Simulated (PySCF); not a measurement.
C₆H₈S.
Numbering: `[CH:1]#[C:2][C@@H:3]([CH3:4])[C:5]([CH3:6])=[S:7]` (hydrogens: H8 on C1; H9 on C3; H10, H11, H12 on C4; H13, H14, H15 on C6)

Structure optimised with GFN2-xTB, isolated species.

(1) Give the optimised bond lengths and angles.

Answers

(1) 
| bond | length (Å) |
| --- | --- |
| C1≡C2 | 1.197 |
| C2–C3 | 1.454 |
| C3–C4 | 1.536 |
| C3–C5 | 1.508 |
| C5–C6 | 1.487 |
| C5=S7 | 1.623 |
| C1–H8 | 1.049 |
| C3–H9 | 1.096 |
| C4–H10, C4–H11, C4–H12 | 1.087 |
| C6–H13, C6–H14, C6–H15 | 1.090 |

Bonds in one row agree within 0.01 Å and their mean is given. A selection of angles:
| angle | degrees |
| --- | --- |
| C2–C1–H8 | 178.7 |
| C1–C2–C3 | 178.7 |
| C2–C3–C4 | 110.2 |
| C2–C3–C5 | 108.8 |
| C2–C3–H9 | 108.5 |
| C4–C3–C5 | 111.7 |
| C4–C3–H9 | 109.2 |
| C5–C3–H9 | 108.4 |
| C3–C4–H10 | 109.6 |
| C3–C4–H11 | 110.8 |
| H10–C4–H11 | 108.4 |
| H10–C4–H12 | 108.7 |
| C3–C5–C6 | 117.5 |
| C3–C5–S7 | 120.6 |
| C6–C5–S7 | 121.9 |
| C5–C6–H13 | 110.6 |
| C5–C6–H14 | 109.5 |
| H13–C6–H14 | 108.0 |
| H13–C6–H15 | 110.1 |

Dihedral angles: C2–C3–C5–C6 -63° (synclinal).

The 5 C–C bonds span 1.197 Å (C1≡C2, drawn triple) to 1.536 Å (C3–C4, drawn single), a spread of 0.339 Å. Of the pairs four or more bonds apart, C2···H15 is among the closest relative to their van der Waals radii: 2.63 Å, 91 % of the sum of Bondi's values.

Point group: C1 (no symmetry element, even within 0.4 Å). GFN2-xTB frequencies: not computed here. The numbers are those of one conformer.
